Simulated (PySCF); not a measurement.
**Spinor energies of Kr²⁴⁺ (krypton, charge +24)**

Start: [Ne] 3s2. Calculated with PySCF 2.14 in an uncontracted even-tempered set (18 s from 1.1 bohr⁻², ratio 2.6; 13 p from 1.4 bohr⁻², ratio 2.6; 7 d from 1.4 bohr⁻², ratio 2.8; 4 f from 22 bohr⁻², ratio 2.8): generalised Hartree-Fock with the X2C-1e Hamiltonian and a Gaussian nucleus; spin-orbit coupling (SO) screened by Boettger's factors.

```tsv
spinor shell	electrons	ε, screened SO (eV)	weight of nominal j (screened SO)	rms radius, screened SO (bohr)
1s1/2	2	-15536.5	1.000	0.0477
2s1/2	2	-3034.4	1.000	0.194
2p1/2	2	-2847.0	1.000	0.171
3s1/2	2	-1150.1	1.000	0.478
```

(1) Where does 2p3/2 lie, and what is the 2p spin-orbit splitting (screened SO)?

```tsv
quantity	screened SO
E (hartree)	-2412.50543
M_J	0
⟨J²⟩	0.000
⟨L²⟩	0.002
⟨S²⟩	0.002
```

Answers

(1) At -2790.5 eV, 56.448 eV above 2p1/2.
